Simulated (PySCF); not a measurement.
C2H9InN, neutral, multiplicity 2. Atoms are numbered in the order given.

```xyz
13

In     0.3562     0.2559     0.0000
C     -0.7905     0.5701     1.9048
H     -0.3612    -0.0150     2.7326
H     -0.7712     1.6347     2.1849
H     -1.8396     0.2660     1.7480
C     -0.7905     0.5701    -1.9048
H     -0.3612    -0.0150    -2.7326
H     -1.8396     0.2660    -1.7480
H     -0.7712     1.6347    -2.1849
N     -0.1740    -2.2066     0.0000
H     -1.1883    -2.3343     0.0000
H      0.1921    -2.6866    -0.8238
H      0.1921    -2.6866     0.8238
```
Charge 0, spin multiplicity 2.

The structure is a stationary point at B3LYP-D3(BJ)/def2-SVP. The spin state was assumed, not searched. The isomer is the one that the SMILES or the coordinates give; other isomers of the formula were not compared. The def2 effective core potentials stand for the cores of In; spin–orbit coupling is left out.

Calculation: TDA-PBE/def2-SVPD run with PySCF.

Vertical excitations. The molecule is in vacuum.

| state | energy (eV) | λ (nm) | f | main pairs |
|---|---|---|---|---|
| root 1 | 2.36 | 526 | 0.034 | α HOMO→LUMO 99 % |
| root 2 | 3.02 | 411 | 0.028 | β HOMO→LUMO 94 % |
| root 3 | 3.14 | 395 | 0.031 | α HOMO→LUMO+1 99 % |
| root 4 | 3.75 | 331 | 0.147 | α HOMO→LUMO+2 96 % |
| root 5 | 4.08 | 304 | 0.113 | α HOMO→LUMO+3 98 % |
| root 6 | 4.28 | 290 | 0.000 | α HOMO−1→LUMO 6 %, β HOMO→LUMO+1 94 % |
| root 7 | 4.30 | 288 | 0.012 | α HOMO→LUMO+4 99 % |
| root 8 | 4.38 | 283 | 0.024 | α HOMO→LUMO+5 90 %, β HOMO−1→LUMO 10 % |
| root 9 | 4.44 | 279 | 0.000 | α HOMO−1→LUMO 94 %, β HOMO→LUMO+1 6 % |
| root 10 | 4.58 | 271 | 0.024 | α HOMO→LUMO+6 99 % |
Unrestricted roots are not spin-pure.
